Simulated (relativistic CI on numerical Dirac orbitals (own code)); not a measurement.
# Ba XV: what numerical and physical settings do to a radial Dirac CI calculation

Reference input:

```
atom Ba  Z=56  charge=14  electrons=42
nucleus A=138  rms_radius_fm=4.8378
hamiltonian dirac-coulomb  breit=on  qed=on  c_scale=1
orbitals kli  potential=per-configuration
slater_scale 1
correlation none
mixing on
grid step=0.0125 r_max=9.9
scf mixing=0.4 start=green max_iterations=150 tolerance=2e-08 node_fill=0.05
configurations
  [Kr] 4d6
  [Ar] 3d10 4s2 4p5 4d7
end
```

Computed lowest total energy -8058.11809 Ha, first excitation 13451.5 cm⁻¹, 20 SCF steps. Runs with settings changed; * marks those that are bad on purpose:

```csv
Changed,Outcome,Lowest level,ΔE (Ha),First excitation (cm⁻¹),SCF steps,Message
QED terms off,converged,4p6 4d6 5D_4,-4.36,13402.7,20,
start potential thomas-fermi,converged,4p6 4d6 5D_4,-2.48e-09,13451.5,20,
grid step 0.03,converged,4p6 4d6 5D_4,0.000351,13451.5,20,
iteration limit 1 *,not converged,,,,1,SCF of 1s2 2s2 2p6 3s2 3p6 3d10 4s2 4p6 4d6 did not converge
nuclear radius 48.378 fm *,converged,4p6 4d6 5D_4,19.8,13462.5,20,
```
